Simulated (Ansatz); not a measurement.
Abridged output of a molecular run in Ansatz:

```
Functional definition: HF
1192 factors; integrals over basis functions are off by at most 8.3e-4 eV
mean field evaluation 1: about -11480.5019 eV, gradient 3.7e1 eV
mean field evaluation 2: about -11480.7725 eV, gradient 3.7e1 eV
mean field evaluation 4: about -11484.2266 eV, gradient 5.1e0 eV
mean field evaluation 8: about -11484.3153 eV, gradient 3.2e-1 eV
mean field evaluation 16: about -11484.3166 eV, gradient 1.4e-6 eV
mean field -11484.31663575 eV, -422.0408520145 hartree, gradient 1.4e-6 eV, S^2 0.000000; 0 other end points of the search recorded, 0 dependent functions left out
8 core orbitals not correlated: weight in the atoms' cores, before any rotation towards them, 1.000 or more for the frozen orbitals, at most 0.000 for the correlated occupied ones
reference -11484.31663575 eV, -422.0408520145 hartree; 11, 11 occupied and 186, 186 virtual orbitals, 1192 factors
second order -17.57823536 eV of doubles, -0.00000000 eV of singles
cycle   1  -17.83206018 eV  change   -2.5e-1 eV  update   1.0e-1
cycle   2  -18.33804571 eV  change   -5.1e-1 eV  update   3.1e-2
cycle   3  -18.44664268 eV  change   -1.1e-1 eV  update   1.7e-2
cycle   4  -18.43841568 eV  change    8.2e-3 eV  update   5.0e-3
cycle   5  -18.43895357 eV  change   -5.4e-4 eV  update   3.0e-3
cycle   6  -18.43933337 eV  change   -3.8e-4 eV  update   9.5e-4
cycle   7  -18.43897055 eV  change    3.6e-4 eV  update   3.9e-4
cycle   8  -18.43899613 eV  change   -2.6e-5 eV  update   1.3e-4
cycle   9  -18.43899290 eV  change    3.2e-6 eV  update   4.5e-5
cycle  10  -18.43896833 eV  change    2.5e-5 eV  update   1.9e-5
perturbative correction -0.87318151 eV, -0.0320888288 hartree
Total energy: -11503.62878559 eV, -422.7505604309 hartree
```

Its atoms:

Z-matrix (Å, degrees):
```
C
Si 1 1.855
H 1 1.093 2 110.6
H 1 1.091 2 110.2 3 120.1
H 1 1.093 2 111.0 3 -119.7
C 2 1.778 1 123.9 3 -136.3
N 2 1.793 1 119.4 3 -86.9
H 2 1.479 1 114.5 3 57.9
H 6 1.092 2 162.0 1 -80.8
```

(1) Which basis set was used?
A. def2-TZVPP
B. def2-TZVPPD
C. cc-pV(D+d)Z
D. def2-SVPD

(2) Write the keys of the input that set method, charge and spin (a neutral closed shell needs none for the last two).

## Answers

(1) A. It gives 205 functions.

(2) 
```yaml
correlation: {method: ccsd_t}
```
